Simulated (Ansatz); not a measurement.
A nudged elastic band was laid between two geometries of AsFH₆OSi₂ (11 atoms, charge 0, multiplicity 1).

Level of theory: RKS PBE0/def2-SVP in Ansatz.

```
movable images  : 5
climbing image  : yes
spring          : 5.0 eV/Å²
optimiser       : quadratic models (default)
start path      : through a guess of the saddle point
force threshold : 0.05 eV/Å
iteration limit : 60
end points      : relaxed
```

First end point:

```xyz
11
Properties=species:S:1:pos:R:3
F -2.169 0.346 -0.062
Si -0.571 0.636 0.070
Si 0.143 -0.032 2.194
O 0.248 -0.299 -1.018
As 0.355 -0.117 -2.819
H -0.400 2.089 -0.235
H 1.612 0.216 2.327
H -0.131 -1.488 2.384
H -0.573 0.745 3.253
H 1.779 -0.662 -2.921
H -0.229 -1.491 -3.153
```

Last end point:

```xyz
11
Properties=species:S:1:pos:R:3
F -2.057 0.116 -0.190
Si -0.448 0.312 -0.024
Si 0.126 0.024 2.225
O 0.338 -0.865 -0.877
As 0.582 -1.077 -2.656
H -0.148 1.661 -0.592
H 1.594 0.263 2.387
H -0.199 -1.367 2.660
H -0.616 0.998 3.084
H 1.514 0.127 -2.861
H -0.620 -0.249 -3.135
```

**Question.** What changes between the two ends?

**Answer.** No bond is made or broken. The height of As5 over the plane of its neighbours goes from 0.86 to -0.85 Å.

**Question.** What energy profile does the band end with?

**Answer.** The forces met the threshold. The highest image is number 2 of 0 to 6, 2.5 kcal/mol above the ends, which have the same energy within 2 meV. The profile has 2 maxima (images 2, 4) with wells between them (image 3): this band takes more than one step, which may be the mechanism or a detour left from its start path. A vibrational analysis at the climbing image gives one clearly imaginary mode, 60i cm⁻¹, and a faint second one (18i cm⁻¹) that may be numerical noise or a soft torsion: probably a first-order saddle point.

```
image  path coordinate (Å)  energy (kcal/mol)  height of As5 over the plane of its neighbours (Å)
    0                 0.00                0.0                                                0.86
    1                 1.54                1.5                                                0.86
    2                 3.08                2.5                                                0.86
    3                 5.25                1.2                                               -0.86
    4                 7.43                1.5                                               -0.84
    5                 9.61                1.0                                               -0.85
    6                11.78                0.0                                               -0.85
```

**Question.** What is the geometry of the highest image?

**Answer.** 
```xyz
11
Properties=species:S:1:pos:R:3
F -2.513 0.206 0.284
Si -1.011 0.746 -0.016
Si 0.363 0.045 1.757
O -0.544 0.080 -1.450
As 1.029 -0.302 -2.245
H -1.113 2.229 -0.132
H 1.784 0.423 1.471
H 0.290 -1.440 1.916
H -0.057 0.699 3.033
H 1.423 -1.478 -1.336
H 0.414 -1.264 -3.261
```

Run time: 9.5 min on 2 threads of Arm Neoverse V2 (shared host), peak memory 0.35 GiB.
